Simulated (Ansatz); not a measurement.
This geometry of CH₈FNOSi₂ (14 atoms, charge 0, multiplicity 1) is a first-order saddle point.

Level of theory: RKS r2SCAN/6-31G (Ansatz 0.2.0).

```xyz
14
Properties=species:S:1:pos:R:3
N 1.260 -1.952 -0.638
C 0.591 -1.009 0.112
O 1.380 -0.741 1.263
F -0.728 -1.540 0.691
Si -0.006 0.554 -0.894
Si -1.386 1.915 0.452
H 1.780 -2.661 -0.138
H 0.936 -2.174 -1.565
H 0.796 -0.401 1.971
H 1.209 1.293 -1.383
H -0.759 0.033 -2.091
H -0.619 3.089 0.994
H -2.542 2.439 -0.351
H -1.924 1.125 1.608
```

Question: Which two structures does it join? (They come from a converged band through this point; their orientation in space is the band's.)

Answer: No bond is made or broken. The dihedral C2–Si5–Si6–H13 goes from -79 to 160°. The two ends are copies of one structure, up to a mirror image or an exchange of like atoms.

Initial state:

```xyz
14
Properties=species:S:1:pos:R:3
N 0.879 -2.073 -0.811
C 0.351 -1.082 -0.017
O 0.896 -1.236 1.280
F -1.177 -1.252 0.210
Si 0.387 0.722 -0.755
Si -1.062 2.001 0.585
H 1.064 -2.968 -0.380
H 0.746 -2.045 -1.807
H 0.313 -0.787 1.926
H 1.803 1.228 -0.738
H -0.081 0.642 -2.184
H -0.773 3.474 0.484
H -2.493 1.754 0.213
H -0.866 1.591 2.022
```

Final state:

```xyz
14
Properties=species:S:1:pos:R:3
N 1.307 -1.938 -0.502
C 0.679 -0.902 0.148
O 1.523 -0.484 1.206
F -0.615 -1.356 0.878
Si -0.038 0.513 -0.987
Si -1.521 1.746 0.360
H 1.862 -2.573 0.056
H 0.947 -2.271 -1.381
H 0.985 -0.010 1.874
H 1.103 1.338 -1.514
H -0.738 -0.144 -2.147
H -0.903 1.907 1.725
H -1.776 3.121 -0.196
H -2.827 1.025 0.511
```

Question: How far does it lie above each of them?

Answer: 1.6 kcal/mol above the first and 1.6 kcal/mol above the second. This is the barrier of this one path; another mechanism may lie lower. Limits of this set-up: no polarisation functions.

The run took 4.9 min on 1 thread of Arm Neoverse V1, with other jobs on the host, peak memory 0.16 GiB.
